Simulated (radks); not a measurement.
The lanthanum ion La+ inside a hard spherical wall (all orbitals vanish at R), configuration held at [Xe] 5d2 and not refilled when levels cross. All-electron calculation, scalar-relativistic Kohn-Sham, LDA (Slater exchange, VWN5 correlation), spin-polarised, spherical densities, finite nucleus; open shells are filled with parallel spins first (spin-orbit coupling, left out, can overturn this in heavy ions); Fermi nuclear charge, rms radius 4.855 fm. Program: a radial shooting solver on a logarithmic mesh with Libxc functionals. Eigenvalues in eV for spin up, with the zero of energy where the potential of the charges vanishes at infinity; a dash marks a level that is unbound or too diffuse for the functional's potential to be trusted. A positive occupied level is held by the wall or, in an anion where self-interaction has pushed it up, behind a barrier. The pressure on the wall is -dE/dV.

R (bohr)  E (hartree)  kinetic (hartree)    e(4d)    e(5s)    e(5p)  e(4f, empty)  e(6s, empty)   e(5d)  pressure (GPa)
free       -8486.3093           8973.478  -107.63  -43.166  -26.765        -8.537        -8.025  -7.740               0
20         -8486.3093           8973.478  -107.63  -43.166  -26.765        -8.537        -8.025  -7.740        < 0.0001
10         -8486.3091           8973.480  -107.61  -43.147  -26.747        -8.518        -7.998  -7.724         0.00594
8          -8486.3069           8973.498  -107.47  -43.021  -26.629        -8.387        -7.777  -7.604           0.106
7          -8486.3014           8973.533  -107.23  -42.806  -26.429        -8.160        -7.325  -7.379           0.447
6          -8486.2835           8973.630  -106.70  -42.338  -25.995        -7.654        -6.112  -6.819            2.00
4          -8485.9465           8975.350  -102.07  -38.694  -22.408        -3.323         7.486  -1.138            82.8
3.5        -8485.4811           8977.664  -98.036  -35.624  -19.063         0.454        19.994   4.049             275
2.5        -8480.6105           8998.139  -75.949  -15.325    4.870        22.063        98.401  37.848            4530
1.5        -8421.0288           9193.941   21.171   159.47   202.56        129.97        578.26  268.03          197000
